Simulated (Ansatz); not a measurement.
Ti₂O₄⁺. The state is a doublet with charge 1. Geometry r2SCAN-D4/def2-SVP.

```xyz
6

Ti   -0.982   -0.591   -0.471
Ti    0.889    0.536    0.426
O     0.856   -1.363    0.004
O    -0.886    0.559    1.222
O     0.932   -0.532   -1.200
O    -0.809    1.391    0.019
```

LC-ωPBE has ω = 0.4 bohr⁻¹. The structure holds 2 bond(s) between oxygen atoms. At PBE-D4/def2-SVP, PBE-D4/def2-TZVP, PBE0-D4/def2-TZVP, BHLYP-D4/def2-TZVP and others the charge 1 doublet is spin-contaminated (final ⟨S²⟩ up to 1.55, 0.75 for a pure state). At PBE-D4/def2-SVP the gap within one spin of the charge 1 doublet nearly closes, so an electron or hole may be smeared out by delocalisation error. No other spin state of charge 1 was run. The geometry of the doublet was relaxed on an unsound state (⟨S²⟩ 1.17, where a pure state has 0.75). Another isomer (doublet) lies 4.72 eV lower at PBE0-D4/def2-TZVP; other spin states weren't run for this one.

(1) Estimate the α-spin orbital energies around the gap (eV) in Ansatz with PBE-D4/def2-SVP, PBE-D4/def2-TZVP, PBE0-D4/def2-TZVP, BHLYP-D4/def2-TZVP, LC-ωPBE/def2-TZVP.

Results:

(1) 
```json
{"orbital": "HOMO−13", "PBE-D4/def2-SVP": "-25.24", "PBE-D4/def2-TZVP": "-25.66", "PBE0-D4/def2-TZVP": "-28.37", "BHLYP-D4/def2-TZVP": "-30.95", "LC-ωPBE/def2-TZVP": "-31.06"}
{"orbital": "HOMO−12", "PBE-D4/def2-SVP": "-25.21", "PBE-D4/def2-TZVP": "-25.64", "PBE0-D4/def2-TZVP": "-28.35", "BHLYP-D4/def2-TZVP": "-30.94", "LC-ωPBE/def2-TZVP": "-31.04"}
{"orbital": "HOMO−11", "PBE-D4/def2-SVP": "-16.82", "PBE-D4/def2-TZVP": "-16.80", "PBE0-D4/def2-TZVP": "-18.13", "BHLYP-D4/def2-TZVP": "-19.74", "LC-ωPBE/def2-TZVP": "-21.03"}
{"orbital": "HOMO−10", "PBE-D4/def2-SVP": "-16.30", "PBE-D4/def2-TZVP": "-16.35", "PBE0-D4/def2-TZVP": "-17.98", "BHLYP-D4/def2-TZVP": "-19.44", "LC-ωPBE/def2-TZVP": "-20.99"}
{"orbital": "HOMO−9", "PBE-D4/def2-SVP": "-16.17", "PBE-D4/def2-TZVP": "-16.15", "PBE0-D4/def2-TZVP": "-17.72", "BHLYP-D4/def2-TZVP": "-19.23", "LC-ωPBE/def2-TZVP": "-20.53"}
{"orbital": "HOMO−8", "PBE-D4/def2-SVP": "-15.63", "PBE-D4/def2-TZVP": "-15.66", "PBE0-D4/def2-TZVP": "-17.46", "BHLYP-D4/def2-TZVP": "-19.06", "LC-ωPBE/def2-TZVP": "-20.36"}
{"orbital": "HOMO−7", "PBE-D4/def2-SVP": "-15.61", "PBE-D4/def2-TZVP": "-15.62", "PBE0-D4/def2-TZVP": "-17.27", "BHLYP-D4/def2-TZVP": "-18.97", "LC-ωPBE/def2-TZVP": "-20.17"}
{"orbital": "HOMO−6", "PBE-D4/def2-SVP": "-15.51", "PBE-D4/def2-TZVP": "-15.50", "PBE0-D4/def2-TZVP": "-17.22", "BHLYP-D4/def2-TZVP": "-18.48", "LC-ωPBE/def2-TZVP": "-20.07"}
{"orbital": "HOMO−5", "PBE-D4/def2-SVP": "-12.92", "PBE-D4/def2-TZVP": "-12.96", "PBE0-D4/def2-TZVP": "-14.41", "BHLYP-D4/def2-TZVP": "-15.90", "LC-ωPBE/def2-TZVP": "-17.24"}
{"orbital": "HOMO−4", "PBE-D4/def2-SVP": "-12.92", "PBE-D4/def2-TZVP": "-12.89", "PBE0-D4/def2-TZVP": "-14.39", "BHLYP-D4/def2-TZVP": "-15.89", "LC-ωPBE/def2-TZVP": "-17.23"}
{"orbital": "HOMO−3", "PBE-D4/def2-SVP": "-11.83", "PBE-D4/def2-TZVP": "-11.81", "PBE0-D4/def2-TZVP": "-13.27", "BHLYP-D4/def2-TZVP": "-14.78", "LC-ωPBE/def2-TZVP": "-16.01"}
{"orbital": "HOMO−2", "PBE-D4/def2-SVP": "-11.80", "PBE-D4/def2-TZVP": "-11.81", "PBE0-D4/def2-TZVP": "-13.19", "BHLYP-D4/def2-TZVP": "-14.62", "LC-ωPBE/def2-TZVP": "-15.87"}
{"orbital": "HOMO−1", "PBE-D4/def2-SVP": "-9.55", "PBE-D4/def2-TZVP": "-9.50", "PBE0-D4/def2-TZVP": "-11.08", "BHLYP-D4/def2-TZVP": "-12.85", "LC-ωPBE/def2-TZVP": "-13.88"}
{"orbital": "HOMO", "PBE-D4/def2-SVP": "-8.54", "PBE-D4/def2-TZVP": "-8.53", "PBE0-D4/def2-TZVP": "-10.55", "BHLYP-D4/def2-TZVP": "-12.41", "LC-ωPBE/def2-TZVP": "-13.43"}
{"orbital": "LUMO", "PBE-D4/def2-SVP": "-8.41", "PBE-D4/def2-TZVP": "-8.34", "PBE0-D4/def2-TZVP": "-6.92", "BHLYP-D4/def2-TZVP": "-6.17", "LC-ωPBE/def2-TZVP": "-4.74"}
{"orbital": "LUMO+1", "PBE-D4/def2-SVP": "-7.65", "PBE-D4/def2-TZVP": "-7.64", "PBE0-D4/def2-TZVP": "-6.33", "BHLYP-D4/def2-TZVP": "-5.56", "LC-ωPBE/def2-TZVP": "-4.16"}
{"orbital": "LUMO+2", "PBE-D4/def2-SVP": "-7.56", "PBE-D4/def2-TZVP": "-7.55", "PBE0-D4/def2-TZVP": "-6.25", "BHLYP-D4/def2-TZVP": "-5.41", "LC-ωPBE/def2-TZVP": "-3.99"}
{"orbital": "LUMO+3", "PBE-D4/def2-SVP": "-7.40", "PBE-D4/def2-TZVP": "-7.42", "PBE0-D4/def2-TZVP": "-6.24", "BHLYP-D4/def2-TZVP": "-5.22", "LC-ωPBE/def2-TZVP": "-3.90"}
{"orbital": "LUMO+4", "PBE-D4/def2-SVP": "-7.10", "PBE-D4/def2-TZVP": "-7.11", "PBE0-D4/def2-TZVP": "-6.07", "BHLYP-D4/def2-TZVP": "-5.16", "LC-ωPBE/def2-TZVP": "-3.87"}
{"orbital": "LUMO+5", "PBE-D4/def2-SVP": "-6.80", "PBE-D4/def2-TZVP": "-6.84", "PBE0-D4/def2-TZVP": "-6.05", "BHLYP-D4/def2-TZVP": "-4.54", "LC-ωPBE/def2-TZVP": "-3.56"}
{"orbital": "β HOMO", "PBE-D4/def2-SVP": "-9.39", "PBE-D4/def2-TZVP": "-9.36", "PBE0-D4/def2-TZVP": "-11.46", "BHLYP-D4/def2-TZVP": "-14.11", "LC-ωPBE/def2-TZVP": "-14.62"}
{"orbital": "β LUMO", "PBE-D4/def2-SVP": "-8.43", "PBE-D4/def2-TZVP": "-8.49", "PBE0-D4/def2-TZVP": "-7.39", "BHLYP-D4/def2-TZVP": "-6.41", "LC-ωPBE/def2-TZVP": "-5.03"}
```
